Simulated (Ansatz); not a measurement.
Ansatz (a first-principles code) input (RI-MP2/aug-cc-pVTZ):
A basis named .json is the Basis Set Exchange file of that set.

Ansatz 0.2 input:
```yaml
crystal:
  periodic: [false, false, false]
  atoms:
    - {symbol: Ge, position_ang: [0.00178174, -0.00229427, 0.34278814]}
    - {symbol: F, position_ang: [0.71184924, 1.29400621, -0.60448421]}
    - {symbol: F, position_ang: [-0.71818432, -1.28584881, -0.61431806]}
basis:
  gaussian:
    orbitals: aug-cc-pVTZ
    fitting: {mean_field: def2-universal-jkfit, correlation: aug-cc-pVTZ-RIFIT.json}
total_charge: -1
magnetization: {spin_polarized: true, initial_magnetization: 1}
correlation: {method: mp2, electrons: outside_noble_gas}
```

End of the output:

```
integrals: 0.09 GiB planned
420 factors; integrals over basis functions are off by at most 9.0e-1 eV
403 factors; integrals over basis functions are off by at most 1.3e2 eV
mean field: 0.42 GiB planned
mean field evaluation 1: about -61889.5347 eV, gradient 1.3e1 eV
mean field evaluation 2: about -61890.5072 eV, gradient 6.3e0 eV
mean field evaluation 4: about -61890.7731 eV, gradient 1.2e0 eV
mean field evaluation 8: about -61890.8723 eV, gradient 3.1e-3 eV
mean field evaluation 16: about -61889.0132 eV, gradient 7.1e0 eV
mean field -61890.87231865 eV, -2274.4476065705 hartree, gradient 1.6e-6 eV, S^2 0.782649; 2 other end points of the search recorded, 0 dependent functions left out
16 core orbitals not correlated
reference -61890.87231865 eV, -2274.4476065705 hartree; 10, 9 occupied and 125, 126 virtual orbitals, 403 factors
second order -17.05809128 eV of doubles, -0.00000000 eV of singles
Total energy: -61907.93040993 eV, -2275.0744798626 hartree
```

This state (charge -1, doublet) is run at the relaxed geometry of the species with charge 0 and multiplicity 3.
